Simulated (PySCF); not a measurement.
One molecule, a ladder of functionals, a line

Molecule: `InChI=1S/CH5ClO2Si/c2-1-5(3)4/h3-5H,1H2`.

Geometry:
| atom | x (Å) | y (Å) | z (Å) |
| --- | --- | --- | --- |
| O1 | -0.393 | -0.425 | 0.723 |
| Si2 | 0.250 | 1.059 | 0.383 |
| O3 | -0.925 | 2.216 | 0.542 |
| C4 | 1.583 | 1.361 | 1.673 |
| Cl5 | 2.102 | 3.075 | 1.492 |
| H6 | -1.082 | -0.760 | 0.143 |
| H7 | 0.844 | 1.089 | -0.984 |
| H8 | -0.596 | 3.106 | 0.709 |
| H9 | 1.197 | 1.234 | 2.695 |
| H10 | 2.470 | 0.724 | 1.552 |

GIAO shieldings (ppm, equivalent atoms averaged) in PySCF on the PBE0-D3(BJ)/def2-SVP geometry, basis pcSseg-2, gas phase, non-relativistic:

```csv
functional,exact exchange (%),σ(O1/O3),σ(Si2),σ(C4),σ(Cl5)
BLYP,0,268.5,343.7,138.5,904.0
BP86,0,270.4,349.4,143.7,917.8
PBE,0,270.1,349.4,144.1,918.4
B3LYP,20,275.6,356.9,143.9,929.8
PBE0,25,279.0,366.4,150.3,948.1
mPW1PW91,25,279.0,366.1,149.4,946.1
HF,100,296.8,415.8,161.1,1006.4
```

Problem. Fit each shielding as a line in the percentage of exact exchange.

Solution. σ(O1/O3) = 270.5 + 0.27 x (rms 1.2 ppm); σ(Si2) = 347.3 + 0.69 x (rms 2.5 ppm); σ(C4) = 142.6 + 0.19 x (rms 2.4 ppm); σ(Cl5) = 916.0 + 0.93 x (rms 6.6 ppm). The functionals also differ in their semilocal parts, which the line can't hold; Hartree–Fock has no correlation at all.

Problem. What does the line predict for BHandHLYP (50 %), and what does the run give?

Solution. σ(O1/O3): 284.0 predicted, 284.4 computed; σ(Si2): 381.8 predicted, 377.5 computed; σ(C4): 152.1 predicted, 150.7 computed; σ(Cl5): 962.5 predicted, 961.8 computed ppm.
